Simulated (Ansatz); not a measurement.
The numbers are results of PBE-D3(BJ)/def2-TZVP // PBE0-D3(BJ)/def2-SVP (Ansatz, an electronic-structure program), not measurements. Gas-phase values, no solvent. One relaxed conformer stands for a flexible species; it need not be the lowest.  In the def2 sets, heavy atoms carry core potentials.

Reference species (SMILES): `C[CH2][Sn]([OH])([OH])[OH]` (neutral, multiplicity 1).

```json
{
 "HOMO–LUMO gap": "4.78 eV",
 "vertical ionisation energy (Delta-SCF)": "9.33 eV",
 "HOMO": "-6.61 eV",
 "LUMO": "-1.83 eV"
}
```

Changed species: `[CH3][Sn]([OH])([OH])[OH]` (Y = methyl; the reference has Y = ethyl).

### Question
What does the change do to the HOMO–LUMO gap, vertical ionisation energy (Delta-SCF), HOMO and LUMO?

### Answer
the HOMO–LUMO gap goes up by 0.15 eV, to 4.93 eV; the vertical ionisation energy (Delta-SCF) rises by 0.35 eV, to 9.68 eV; the HOMO drops by 0.17 eV, to -6.78 eV; the LUMO drops by 0.02 eV, to -1.85 eV.
